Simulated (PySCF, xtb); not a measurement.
BOCl, SMILES O=BCl.

Harmonic wavenumbers (cm⁻¹) from GFN2-xTB in xtb 6.7.1 at its own minimum, in rising order: 363, 363, 645, 2067.

What does r2SCAN-D4/def2-TZVP (PySCF 2.14.0) give at its own minimum? (Estimate from the structure and the level; the computed values follow.)

417, 417, 695, 2008. Paired by order, the mean absolute difference is 54 cm⁻¹ and the zero-point energies are 4.9 and 5.1 kcal/mol.
